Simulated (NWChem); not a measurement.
A series in which one site is exchanged, each optimised at PBE0/def2-SVP with NWChem, gas phase unless a solvent is named. All stand in one matching conformer (torsions within 35°), which need not be the lowest. For some, no frequency run checked for a minimum. def2 effective core potentials on Zr, Hf; no spin-orbit coupling.

A: [NH2][Zr]([F])([F])[F] (ZrNH2F3; site = Zr)
B: N[Si](F)(F)F (SiNH$_{2}$F$_{3}$; site = Si)
C: [NH2][Hf]([F])([F])[F] (HfNH2F3; site = Hf)
D: [Ge]([F])([F])([NH2])[F] (GeNH2F3; site = Ge)

Problem. Rank them by lowest singlet excitation, PBE0/def2-SVPD, TDA (eV), lowest first.

Solution. A (5.32), C (5.77), D (6.65), B (7.30)
